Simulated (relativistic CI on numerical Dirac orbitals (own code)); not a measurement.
**Mn⁶⁺ in a cubic cluster: 1s photoemission with charge transfer**

Computed with a charge-transfer multiplet model of a cubic metal-ligand cluster with up to 2 ligand holes, Slater and spin-orbit integrals from Dirac-Coulomb-Breit ions, Slater integrals scaled by 0.8. The ground state mixes d1 with configurations of k ligand holes L, whose averages lie at kΔ + k(k − 1)U_dd/2; a core hole lowers each added d electron by U_cd. 20 K, Lorentzian 1.1 eV and Gaussian 0.6 eV FWHM.

Atomic integrals in eV (Slater integrals scaled, ζ unscaled), ground: F2dd 10.611, F4dd 6.708, zeta_d 0.064; with the core hole: F2dd 10.611, F4dd 6.708, zeta_d 0.090, G2cd 0.078. Where a configuration has fewer than two d electrons, the dd integrals are those of d2.

Cluster parameters (eV): Δ = -1.2, U_dd = 6.2, 10Dq = 2.7, 10Dq(ligand) = 0, V(eg) = 2.55, V(t2g) = -1.27, final-state hopping factor = 1.

| Case | n_d | d1 | d2L | d3L2 | S |
| --- | --- | --- | --- | --- | --- |
| U_cd = 6.1 eV | 2.01 | 0.20 | 0.60 | 0.21 | 0.50 |
| U_cd = 6.7 eV | 2.01 | 0.20 | 0.60 | 0.21 | 0.50 |
| U_cd = 7.9 eV | 2.01 | 0.20 | 0.60 | 0.21 | 0.50 |
| U_cd = 9.1 eV | 2.01 | 0.20 | 0.60 | 0.21 | 0.50 |
| U_cd = 9.7 eV | 2.01 | 0.20 | 0.60 | 0.21 | 0.50 |

Weights, n_d and S are thermal averages at 20 K. Binding energies count from the first peak over 30 % of the highest in each spectrum, which can be another peak from case to case. The parameters are a model scan and need not match a compound or its usual spin state. Peaks in eV (height, largest 100):
- U_cd = 6.1 eV: 0.0 (100), 12.7 (7)
- U_cd = 6.7 eV: 0.0 (100), 12.8 (8)
- U_cd = 7.9 eV: 0.0 (100), 13.0 (10)
- U_cd = 9.1 eV: 0.0 (100), 1.9 (25), 13.3 (12), 15.2 (7)
- U_cd = 9.7 eV: 0.0 (100), 1.8 (29), 13.5 (14), 15.4 (9), 17.3 (5)

Curve for U_cd = 6.1 eV (points under 2 left out, the grid thinned):

```json
{"E (eV)": "-3.2", "Intensity": "3.6"}
{"E (eV)": "-2.9", "Intensity": "4.3"}
{"E (eV)": "-2.6", "Intensity": "5.4"}
{"E (eV)": "-2.3", "Intensity": "6.9"}
{"E (eV)": "-2.0", "Intensity": "9.0"}
{"E (eV)": "-1.7", "Intensity": "12.3"}
{"E (eV)": "-1.4", "Intensity": "17.8"}
{"E (eV)": "-1.1", "Intensity": "27.5"}
{"E (eV)": "-0.8", "Intensity": "44.6"}
{"E (eV)": "-0.5", "Intensity": "71.0"}
{"E (eV)": "-0.2", "Intensity": "95.7"}
{"E (eV)": "0.0", "Intensity": "100.0"}
{"E (eV)": "0.3", "Intensity": "82.7"}
{"E (eV)": "0.6", "Intensity": "54.8"}
{"E (eV)": "0.9", "Intensity": "34.1"}
{"E (eV)": "1.2", "Intensity": "22.3"}
{"E (eV)": "1.5", "Intensity": "16.2"}
{"E (eV)": "1.8", "Intensity": "13.1"}
{"E (eV)": "2.1", "Intensity": "11.9"}
{"E (eV)": "2.4", "Intensity": "11.4"}
{"E (eV)": "2.7", "Intensity": "10.4"}
{"E (eV)": "3.0", "Intensity": "8.6"}
{"E (eV)": "3.3", "Intensity": "6.9"}
{"E (eV)": "3.6", "Intensity": "5.7"}
{"E (eV)": "3.9", "Intensity": "4.6"}
{"E (eV)": "4.2", "Intensity": "3.7"}
{"E (eV)": "4.5", "Intensity": "3.1"}
{"E (eV)": "4.8", "Intensity": "2.8"}
{"E (eV)": "5.1", "Intensity": "2.6"}
{"E (eV)": "5.4", "Intensity": "2.4"}
{"E (eV)": "5.7", "Intensity": "2.3"}
{"E (eV)": "6.0", "Intensity": "2.1"}
{"E (eV)": "11.3", "Intensity": "2.1"}
{"E (eV)": "11.6", "Intensity": "2.6"}
{"E (eV)": "11.8", "Intensity": "3.1"}
{"E (eV)": "12.1", "Intensity": "4.4"}
{"E (eV)": "12.4", "Intensity": "6.1"}
{"E (eV)": "12.7", "Intensity": "7.0"}
{"E (eV)": "13.0", "Intensity": "6.4"}
{"E (eV)": "13.3", "Intensity": "5.0"}
{"E (eV)": "13.6", "Intensity": "3.9"}
{"E (eV)": "13.9", "Intensity": "3.5"}
{"E (eV)": "14.2", "Intensity": "3.2"}
{"E (eV)": "14.5", "Intensity": "2.7"}
{"E (eV)": "14.8", "Intensity": "2.1"}
```

For the case U_cd = 7.9 eV, Δ = -1.2 eV is smaller than U_dd = 6.2 eV, the charge-transfer side of the Zaanen-Sawatzky-Allen scheme (negative Δ: between configuration averages a ligand hole costs less than the nominal valence; multiplet and field energies can change this for the lowest states). With the core hole the configuration with one ligand hole lies at Δ − U_cd = -7.3, -7.9, -9.1, -10.3, -10.9 eV from the one without, in the order of the table; where this is negative the screened configuration lies lower.

With at most 2 ligand holes the space is cut while the next configuration still counts, so covalency is underestimated, and a final configuration with one more ligand hole, which can lie low, is missing from the spectra.
